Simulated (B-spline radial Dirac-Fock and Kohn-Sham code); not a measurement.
K-line shifts caused by a second vacancy in Cu³⁺

System: Cu³⁺, configuration [Ar] 3d8, inside a Watson sphere of charge -3 and radius 2.2 Å (a model of the Madelung potential; inside it an electron's potential energy is raised by 19.6 eV).

The run's input, task.json:

```json
{"items": [{
  "Z": 29,
  "q": 3,
  "cfg": [[1, 0, 2], [2, 0, 2], [2, 1, 6], [3, 0, 2], [3, 1, 6], [3, 2, 8]],
  "A": 63,
  "rrms": 3.8823,
  "watson": [-3, 2.2],
  "do": ["binding", "quiet", "double"]
}]}
```

Launch: `python xray_run.py task.json out`

Method: relaxed Dirac-Fock hole states (ΔSCF) with Breit and QED corrections and a finite nucleus. Computed with an atomic code on a B-spline grid. Each two-hole energy is an average over J within one jj subconfiguration, not an observable level; in light atoms, where LS coupling holds, the j-resolved values are not observed lines, and for a K spectator the Kα1 hypersatellite is nearly forbidden. Correlation and solid-state effects are left out.

Lines without a spectator: Kα2 (K-L2) 8026.1 eV, Kα1 (K-L3) 8046.1 eV, Kβ3 (K-M2) 8903.9 eV, Kβ1 (K-M3) 8906.6 eV. Shifts in eV with one spectator hole (a dash: not computed, or left out as unreliable):

| spectator hole | Kα2 | Kα1 | Kβ3 | Kβ1 |
| --- | --- | --- | --- | --- |
| K (1s) | +307.2 | +310.2 | +383.9 | +384.4 |
| L2 (2p1/2) | +29.29 | +35.9 | – | +79.7 |
| L3 (2p3/2) | +32.9 | +31.6 | +76.5 | – |
| M2 (3p1/2) | – | +2.80 | +6.09 | +7.90 |
| M3 (3p3/2) | +2.51 | – | +7.40 | +6.94 |

With n spectator holes in 2p, averaged over the 2p shell (energies in eV):

| n | KαLⁿ | step | hypersatellite KαʰLⁿ |
| --- | --- | --- | --- |
| 0 | 8039.4 | – | 8348.6 |
| 1 | 8072.4 | +33.0 | 8382.8 |
| 2 | 8106.4 | +34.0 | 8418.0 |
| 3 | 8141.5 | +35.1 | 8454.3 |
| 4 | 8177.7 | +36.2 | 8491.7 |
| 5 | 8215.0 | +37.3 | 8530.2 |
